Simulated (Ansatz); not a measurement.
Cost and result up the ladder for the cluster Si₅Se₅ (10 atoms). The state is a singlet with charge 0. Geometry: PBE-D4/def2-SVP.

```xyz
10

Si   -0.186   -1.946    1.393
Si   -0.770    0.526    2.465
Si   -1.074    2.130    0.668
Si    2.451   -0.057   -0.062
Si   -0.439   -0.062   -1.653
Se    0.927    1.744   -0.797
Se   -1.940   -0.170    0.276
Se    1.466   -0.293    2.210
Se    0.938   -1.855   -0.961
Se   -1.373   -0.017   -3.539
```

Ansatz on 6 threads of Intel Xeon on a shared host. Times are rough, and most runs start from the orbitals of an earlier one. PBE0-D4/def2-TZVP serves as the yardstick here, not as an exact answer. Differences are given only for rows in sets of like size (and for xTB, whose basis is part of the method), since another set adds its own error. Binding counts from free atoms at the same level (Si triplet, Se triplet; other spins of the atoms weren't run), without zero-point energy or a counterpoise term.

Correlated methods freeze 70 core orbitals; core or outer-core shells of Se are correlated, in sets that lack core-valence functions. The rows differ in basis, and correlated rows in double-zeta sets carry the largest basis error. Another isomer (singlet) lies 0.05 eV lower at PBE-D4/def2-SVP; other spin states weren't run for this one.

Correlated methods converge slowly with the basis, most of all in double-zeta sets.

```
                         level  functions  wall time  binding energy per atom (eV)  difference from PBE0-D4/def2-TZVP (eV)
                     HF/STO-3G        135        5 s                          2.80                                       –
               PBE-D4/def2-SVP        250        8 s                          3.55                                       –
         LDA (SPW92)/def2-TZVP        425       14 s                          4.08                                    0.66
              PBE0-D4/def2-SVP        250       23 s                          3.38                                       –
PBE-D4/def2-TZVP (with forces)        425       27 s                          3.58                                    0.15
                  MP2/def2-SVP        250       29 s                          3.03                                       –
           r2SCAN-D4/def2-TZVP        425       46 s                          3.41                                   -0.02
             PBE0-D4/def2-TZVP        425       80 s                          3.43                                    0.00
```
